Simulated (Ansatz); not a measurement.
`B[CH2][GeH2][F]` + HCl → `B[CH2][GeH2][Cl]` + H–F  (ligand exchange at a Ge–F bond)

Isolated molecules relaxed with PBE0-D4/def2-TZVP in Ansatz; ΔE leaves out vibrations. CBS: MP2 limit from def2 TZ/QZ plus the TZ coupled-cluster correction, frozen cores. This one scheme is used for every species. Functionals use def2-TZVPP. For Ge outer-core shells are correlated without core-valence functions, which leaves a few kJ/mol of doubt a bond. Scalar relativity is left out up to krypton. Each species was taken in one conformer, which may not be the lowest.

```
             level  ΔE (kJ/mol)  difference from CCSD(T)/CBS
           ωB97X-V        -10.4                          8.4
           ωB97M-V        -13.4                          5.4
            B2PLYP        -10.6                          8.2
            r2SCAN        -11.4                          7.4
              PBE0        -17.8                          1.0
     HF/def2-TZVPP         -7.8                         11.0
    MP2/def2-TZVPP        -20.7                         -1.9
   CCSD/def2-TZVPP        -13.8                          5.0
     HF/def2-QZVPP         -5.8                         13.0
SCS-MP2/def2-QZVPP        -15.4                          3.4
       CCSD(T)/CBS        -18.8                            0
```

Largest T1 diagnostic among the species: 0.012.

From PBE to PBE0 (25 % exact exchange), in def2-TZVPP and without D4, ΔE moves by −4.3 kJ/mol. In def2-TZVPP, CCSD(T) changes the Hartree–Fock value by −7.3 kJ/mol (the triples alone add −1.3 kJ/mol) and MP2 by −12.9 kJ/mol. The D4 term adds −5.5 kJ/mol with B3LYP and −3.0 kJ/mol with PBE0; it sums over pairs of atoms, weighted by their polarisabilities, and B3LYP, whose exchange is more repulsive, gets the larger term.

B3LYP here is the variant with VWN-RPA as its local correlation; programs differ in this.
